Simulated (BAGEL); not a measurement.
How the cost of RI-MP2 grows with the basis: C6H5F (fluorobenzene)

The species is C6H5F (12 atoms), meant as a singlet with charge 0. SMILES: `Fc1ccccc1`. The coordinates come from a PBE0-D4/def2-TZVP relaxation.

RI-MP2 (density fitting with qzvpp-jkfit), 7 core orbitals frozen, gradient, BAGEL 1.2.2, on 1 thread of Intel Xeon at 2.30GHz, shared host. N is the number of basis functions, t the processor time.

| basis | N | t (s) | ln N | ln t |
| --- | --- | --- | --- | --- |
| 6-31G | 73 | 3.8 | 4.290 | 1.335 |
| 6-31G(d) | 108 | 5.6 | 4.682 | 1.723 |
| 6-31G(d,p) | 123 | 6.3 | 4.812 | 1.841 |
| 6-311G(d,p) | 156 | 7.8 | 5.050 | 2.054 |
| 6-311++G(d,p) | 189 | ? | 5.242 | ? |

Q: Fit t = C·Nᵖ to the known rows and estimate the time in 6-311++G(d,p).

A: 
1. Means of the 4 rows: ln N = 4.70850, ln t = 1.7382.
2. Σ(Δln N)² = 0.30318, Σ(Δln N·Δln t) = 0.28763, so the slope is 0.28763/0.30318 = 0.94871.
3. Intercept: 1.7382 − (0.94871) × 4.70850 = -2.7288. The largest residual of the fit is 0.0099.
4. ln t = -2.7288 + 0.94871 × 5.242, so t ≈ 9.4 s.

The run took 12 s, so the estimate is too short by a factor of about 1.3. The fitted power is 0.9, with the electron count fixed. The times don't lie on a line: the count of functions alone doesn't set the cost here, and shared hosts add noise. Fixed start-up costs flatten the line at the short runs, so it runs low for the long one.
